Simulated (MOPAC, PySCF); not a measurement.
Stepwise substitution at one centre (In Cl-NH2). Gas-phase values, no solvent. One relaxed conformer stands for each flexible species; it need not be the lowest. Strings in code marks are SMILES.

Quantity: vertical ionisation energy (energy after one electron is removed minus that of the parent at the parent's geometry), in eV.

Level 1: B3LYP/6-31G* (LANL2DZ on In) // B3LYP-D3(BJ)/def2-TZVP (PySCF)
Level 2: minus the HOMO energy of AM1 // B3LYP-D3(BJ)/def2-TZVP (MOPAC)
Level 3: minus the HOMO energy of HF/6-31G* (LANL2DZ on In) // B3LYP-D3(BJ)/def2-TZVP (PySCF)
Level 4: minus the HOMO energy of PM6 // B3LYP-D3(BJ)/def2-TZVP (MOPAC)

```csv
species,level 2,level 3,level 4
`[NH2][In]([Cl])[Cl]`,10.56,11.45,10.62
```

Task: What does level 1 give for each?

Result: 
- `[NH2][In]([Cl])[Cl]`: 10.06
